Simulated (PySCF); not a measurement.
AlCl, SMILES [Al][Cl] (connectivity only; charge and spin as stated), neutral, multiplicity 1. Geometry: PBE-D3(BJ)/def2-TZVPD.

These are PBE-D3(BJ)/def2-TZVPD (PySCF) values and carry that method's errors.

Harmonic wavenumbers (cm⁻¹): 454. Rotational constants (GHz): 7.039 (linear); symmetry number 1.

Task: Work out the zero-point energy and the ideal-gas rigid-rotor harmonic-oscillator thermochemistry at 298.15 K and 1 atm.

Result: ZPE = ½ Σ hcν = ½ × 454 cm⁻¹ = 2.72 kJ/mol. H − E(el) = 12.08 kJ/mol. Entropy in J/(mol K): translation 160.30, rotation 64.71, vibration 3.28, total 228.29. G − E(el) = -55.99 kJ/mol. Cp = 34.76 J/(mol K).
